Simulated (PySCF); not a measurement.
Computed XPS line lists of a few unrelated compounds.

Method used: delta-SCF UKS SCAN, pcX-2 on the ionised atom, pcseg-1 elsewhere, spin-free X2C (PySCF 2.14.0). Geometries: PBE0-D3(BJ)/def2-SVP; isolated species, one conformer each.

Line lists (1s up to Mg, 2p3/2 beyond; areas count atoms within a level, one atom standing for each set equivalent by bonding):
1. C 1s: 289.94 (area 1), 289.96 (area 1), 290.03 (area 1), 290.46 (area 2) eV; Si 2p3/2: 106.09 (area 1), 106.54 (area 1) eV
2. C 1s: 290.37 (area 1), 290.39 (area 1) eV; F 1s: 692.29 eV; Si 2p3/2: 106.80 (area 1), 107.89 (area 1) eV
3. B 1s: 194.41 eV; Cl 2p3/2: 201.10 eV

Structures:
A. `Cl[B-](Cl)(Cl)Cl`
B. `F[SiH2]/C=C/[SiH3]`
C. `[SiH3]/C=C/[SiH2]C(C)C`

Which list belongs to which compound?

- 1 = C: no other candidate has this set of levels. C 1s: 289.94 alkene CH carbon, 289.96 alkene CH carbon, 290.03 sp3 carbon bound to silicon, 290.46 methyl carbon (×2); Si 2p3/2: 106.09 SiH2 silicon, 106.54 SiH3 silicon.
- 2 = B: no other candidate has this set of levels. C 1s: 290.37 alkene CH carbon, 290.39 alkene CH carbon; F 1s: 692.29 silicon-bound fluorine; Si 2p3/2: 106.80 SiH3 silicon, 107.89 fluorine-bound silicon.
- 3 = A: no other candidate has this set of levels. B 1s: 194.41 four-coordinate boron; Cl 2p3/2: 201.10 chlorine bonded to B (×4).

The 2p values add to the ΔSCF energy of one spin-free hole a correction within the shell (spin–orbit coupling, ligand field).
